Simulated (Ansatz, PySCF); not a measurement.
Gas-phase reaction in SMILES: C#CB(Cl)Cl [dichloro(ethynyl)borane] + 6 [H][H] (H2) → B (BH3) + 2 C (CH4) + 2 Cl (HCl)
Structures are relaxed separately at B3LYP-D3(BJ)/def2-TZVP in Ansatz (a quantum-chemistry and plane-wave program).
Geometry of the first species:
```xyz
6

C      2.6767    -0.4806    -0.2009
C      1.4936    -0.2681    -0.1121
B      0.0176    -0.0032    -0.0013
Cl    -0.6291     1.5711    -0.4144
Cl    -1.0668    -1.2666     0.5418
H      3.7210    -0.6680    -0.2793
```
Charge 0, spin multiplicity 1.

Property: energy of full hydrogenation (enthalpy at 298 K, with B3LYP-D3(BJ) rigid-rotor harmonic-oscillator terms from PySCF), in kcal/mol. Valence correlation only, unless marked. Spin-orbit coupling is left out. Non-relativistic. CBS marks a two-point X^-3 extrapolation of the correlation energy; Hartree-Fock from the larger set.

Level to compare with: CCSD(T)/CBS(cc-pV(T+d)Z,cc-pV(Q+d)Z) (Ansatz), -43.9 kcal/mol. It is a level with limits of its own, and the differences hold the functionals' basis error too.

**Question.** Rank these functionals by how close they come to CCSD(T)/CBS(cc-pV(T+d)Z,cc-pV(Q+d)Z), closest first: PBE/def2-TZVPD (Ansatz); BHLYP/def2-TZVPD (Ansatz); BLYP/def2-TZVPD (Ansatz).

**Answer.** PBE/def2-TZVPD (GGA, -42.7 kcal/mol, difference 1.2), BLYP/def2-TZVPD (GGA, -36.5 kcal/mol, difference 7.4), BHLYP/def2-TZVPD (global hybrid, -57.7 kcal/mol, difference -13.8)
